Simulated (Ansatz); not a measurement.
```yaml
crystal:
  periodic: [false, false, false]
  atoms:
    - {symbol: C, position_ang: [-0.756627, -0.054197, 1.837391]}
    - {symbol: Zr, position_ang: [0.099189, 0.007068, -0.240954]}
    - {symbol: N, position_ang: [-0.716952, 1.603233, -1.212971]}
    - {symbol: N, position_ang: [-0.386762, -1.738935, -1.175820]}
    - {symbol: N, position_ang: [2.122479, 0.208662, -0.085102]}
    - {symbol: H, position_ang: [-0.230730, -0.778576, 2.471431]}
    - {symbol: H, position_ang: [-1.816076, -0.338518, 1.831449]}
    - {symbol: H, position_ang: [-0.686209, 0.921458, 2.333824]}
    - {symbol: H, position_ang: [-0.724751, 2.542313, -0.834748]}
    - {symbol: H, position_ang: [-1.219144, 1.608221, -2.089591]}
    - {symbol: H, position_ang: [-1.330122, -2.103545, -1.221686]}
    - {symbol: H, position_ang: [0.234828, -2.406863, -1.609622]}
    - {symbol: H, position_ang: [2.700667, -0.393069, 0.488128]}
    - {symbol: H, position_ang: [2.710220, 0.922736, -0.491730]}
basis:
  gaussian: {orbitals: x2c-TZVPPall, fitting: {mean_field: cc-pVTZ-jkfit}}
total_charge: 1
magnetization: {spin_polarized: true, initial_magnetization: 1}
hamiltonian: {xc: {name: B3LYP}, dispersion: d3bjatm}
output: {forces: true}
```

```sh
$ ansatz run in.yaml --threads 4 --pin off --events-out ev --progress --plain --max-ram 11315MiB
```

Problem. How does Ansatz answer? (Best estimate.)

Solution. Computed: The program refused the input.
```
Functional definition: B3LYP
Error: <dir> the basis set cc-pVTZ-JKFIT has no functions for Zr
```

B3LYP here is the variant with VWN-RPA as its local correlation; programs differ in this.
